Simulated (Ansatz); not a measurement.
`OBC(F)S` + H₂Te → `OB[TeH]` + `FCS`  (ligand exchange at a B–C bond)

Program: Ansatz. Geometries: PBE0-D4/def2-TZVP. ΔE: electronic, gas phase. CBS: MP2 limit from def2 TZ/QZ plus the TZ coupled-cluster correction, frozen cores. DFT in def2-TZVPP. HSE06 is defined as in plane-wave codes. def2 core potentials past Kr. For Te outer-core shells are correlated without core-valence functions, which leaves a few kJ/mol of doubt a bond. One conformer a species, not always the lowest.

```json
{"level": "BLYP", "ΔE (kJ/mol)": "-38.0"}
{"level": "HSE06", "ΔE (kJ/mol)": "-41.9"}
```

Task: What does CCSD(T)/CBS give? (An estimate is asked.)

Result: Ansatz gave: -40.7 kJ/mol. The listed levels differ from it by 2.7, -1.2 kJ/mol.

Task: What do rigid-rotor, harmonic-oscillator terms from PBE0-D4/def2-TZVP frequencies (298.15 K, 1 bar) make of the CCSD(T)/CBS value? (Estimate.)

Result: Computed: ΔZPE = +12.2 kJ/mol, ΔH = -30.1 kJ/mol, ΔS = 14 J/(mol·K), ΔG = -34.2 kJ/mol.

Largest T1 diagnostic among the species: 0.013.

Leaving LDA and LC-ωPBE aside and taking each functional with its dispersion term where it has one, the values, not all of them listed here, spread over 13.5 kJ/mol, from PBE-QIDH to CAM-B3LYP-D4. LDA lies +10.4 kJ/mol from PBE without D4. At CCSD(T), def2-SVP lies +14.2 kJ/mol from the extrapolated value and def2-TZVPP +2.7 kJ/mol.
